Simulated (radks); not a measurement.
Problem. Species: Sb39+. Configuration: [Ne] 3s2 (the NIST ground configuration). Calculated with a radial shooting solver on a logarithmic mesh with Libxc functionals: non-relativistic Kohn-Sham, LB94 model potential, spin-polarised, spherical densities, point nucleus; relativity is left out, which matters for an element this heavy. Some entries of the table are withheld. Estimate them.

orbital  occ.  eigenvalue (hartree)  <r^2> (bohr^2)
1s          2             -1166.820             (1)
2s          2             -245.7250             (2)
2p          6                   (3)         0.01396
3s          2                   (4)             (5)

Solution. 
(1) 1s <r^2> (bohr^2): 0.001184
(2) 2s <r^2> (bohr^2): 0.01866
(3) 2p eigenvalue (hartree): -236.8740
(4) 3s eigenvalue (hartree): -100.4702
(5) 3s <r^2> (bohr^2): 0.1026
